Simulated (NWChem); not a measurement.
# SiNH$_{5}$TeO; SMILES N[Te]O[SiH3]

```xyz
9

Te    -0.3063     0.7686    -0.0484
N      1.6076     1.3233     0.0494
H      1.9909     1.4241     0.9853
H      2.2486     0.8318    -0.5673
O     -0.2636    -1.0956     0.7199
Si     0.1275    -2.4382    -0.1885
H     -0.8428    -2.6577    -1.3067
H      0.1063    -3.6176     0.7243
H      1.4970    -2.3113    -0.7861
```
Atoms are numbered in this order, from 1.

All runs: NWChem. All runs use the structure optimised with PBE0/def2-SVP (def2 core potentials past Kr).

**Question.** Estimate the computed values for B3LYP/STO-3G, non-relativistic. Quantities: highest occupied level (eV); orbital gap (eV); dipole (D).

**Answer.** 
```
Item                         Result
---------------------------  ------
highest occupied level (eV)   -3.20
orbital gap (eV)               5.77
dipole (D)                     1.72
```
